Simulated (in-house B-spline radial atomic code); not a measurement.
**How G0W0 and RPA depend on the start: Mo VII (Mo6+)**

Configuration [Ar] 3d10 4s2 4p6. Computed with an all-electron radial atomic-structure program (B-spline basis): all electrons, scalar-relativistic (spin-free one-electron X2C), finite nucleus, each spin shell either full or empty, empty states to l = 9 with an (l + 1/2)⁻⁴ tail; G0W0 by contour deformation at full frequency.

```tsv
start	mean-field 4p (eV)	G0W0 (eV)	QP weight	RPA correlation (Eh)
Hartree-Fock	-126.16	?	?	?
LDA VWN5	-117.27	-126.73	0.957	-2.7823
PBE	-117.14	-126.70	0.957	-2.7789
PBE0	-119.77	-126.80	0.963	-2.7208
r2SCAN	-117.99	-126.77	0.960	-2.742
HSE06	-119.29	-126.81	0.962	-2.725
B3LYP (VWN-RPA)	-119.21	-126.80	0.962	-2.7331
SCAN	-118.06	-126.74	0.961	-2.7404
TPSS	-117.44	-126.75	0.958	-2.7673
BHandHLYP	-122.13	-126.91	0.967	-2.6675
CAM-B3LYP	-121.17	-126.87	0.965	-2.7109
LC-wPBE	-122.54	-126.90	0.968	-2.7138
wB97X	-122.22	?	?	?
PBEsol	-117.11	-126.71	0.957	-2.7801
BLYP	-116.91	-126.71	0.957	-2.7799
r2SCAN0	-120.33	-126.84	0.965	-2.6961
LDA exchange-only	-115.41	-126.79	0.956	-2.7817
```

(1) What G0W0 level, weight and RPA correlation energy follow from the Hartree-Fock start?

(2) What G0W0 level, weight and RPA correlation energy follow from the wB97X start?

(3) How much of the dependence on the start does G0W0 remove?

Answers

(1) G0W0 level -127.06 eV, weight 0.974, RPA correlation -2.5693 hartree.

(2) G0W0 level -126.81 eV, weight 0.968, RPA correlation -2.7011 hartree.

(3) The mean-field levels span 10.8 eV and the G0W0 levels 0.36 eV. Against 125.638 ± 0.025 eV (NIST, semi-empirical) the G0W0 removal energies are off by +1.06 to +1.42 eV, with spin-orbit coupling, Breit and QED terms left out.
